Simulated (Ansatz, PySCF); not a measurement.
CH5ClFNSi, SMILES C(F)[Si@H](Cl)N.

Geometry optimised at B3LYP-D3(BJ)/def2-SVP. The structure was generated by enumeration; whether it is a known compound was not checked. Other conformers were not sampled.

Vertical ionisation energy (IE) and electron affinity (EA) in eV. Rows of orbital energies are one-electron estimates. Where ΔSCF, EOM or ADC give a negative EA the extra electron is unbound and the value depends on the basis.

```tsv
level	IE	EA
−ε(HOMO), −ε(LUMO), B3LYP/def2-TZVP (PySCF)	7.80	-0.20
−ε(HOMO), −ε(LUMO), PBE/def2-TZVP (PySCF)	6.61	0.34
ΔSCF, CAM-B3LYP/def2-SVPD (Ansatz), final states of multiplicity 2 and 2	10.52	-1.53
ΔSCF, PBE/def2-SVPD (Ansatz), final states of multiplicity 2 and 2	?	?
```

Q: Complete the blanks. (An estimate is asked for; the answer gives what the named calculation found.)

A: 
- ΔSCF, PBE/def2-SVPD (Ansatz, a quantum-chemistry and plane-wave program), final states of multiplicity 2 and 2, IE: 9.80
- ΔSCF, PBE/def2-SVPD (Ansatz), final states of multiplicity 2 and 2, EA: -1.24

Q: What vertical singlet–triplet gap does ΔSCF give with CAM-B3LYP/def2-SVPD (Ansatz) and with PBE/def2-SVPD (Ansatz)? (An estimate is asked for; the answer gives what the named calculation found.)

A: 6.69 and 6.20 eV (triplet above singlet where positive).
